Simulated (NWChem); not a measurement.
Species: C$_{3}$H$_{5}$FSi; SMILES C(C)#C[SiH2]F

Computed with NWChem. All runs use the structure optimised with B3LYP/6-31G* (spherical d). Level: PBE0/def2-SVP with SMD (1 M gas to 1 M solution), gas-phase geometry. Reactions with the solvent are ignored.

For solvent tetrahydrofuran:

* **solvation free energy (kcal/mol)**: -3.2
* **cavity-dispersion-structure term (kcal/mol)**: 0.5
* **dipole in solution (D)**: 3.42

Estimate the same quantities for solvent dimethyl sulfoxide.

The solvation free energy (kcal/mol) is -2.0. The cavity-dispersion-structure term (kcal/mol) comes out as 2.2 and the dipole in solution (D) is 3.53.
